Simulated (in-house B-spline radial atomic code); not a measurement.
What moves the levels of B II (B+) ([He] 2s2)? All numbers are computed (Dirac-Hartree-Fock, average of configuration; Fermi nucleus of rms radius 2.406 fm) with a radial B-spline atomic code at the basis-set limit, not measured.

Baseline run (computed): total energy -24.2452 hartree, 1s1/2 at -8.1882 hartree, 2s1/2 at -23.785 eV with <r> = 1.798 bohr.

Scaling the speed of light c (a factor of 100 is close to the non-relativistic limit):

```csv
c/c0,ΔE (hartree),2s1/2 level (eV),2s1/2 <r> (bohr)
0.95,-0.00082067,-23.7857,1.798
0.98,-0.00031321,-23.7852,1.798
1.02,0.00029495,-23.7847,1.798
3,0.0067481,-23.7787,1.798
100,0.0075904,-23.7779,1.798
```

Question: The nuclear charge is raised by 0.1. What does the Hellmann-Feynman theorem predict for the energy, and what is found?

Answer: dE/dZ ≈ -Σ<1/r>, which is -10.9252 at the start and -11.1762 at the end; their mean times 0.1 is -1.1051 hartree, and the two runs differ by -1.1051 hartree.
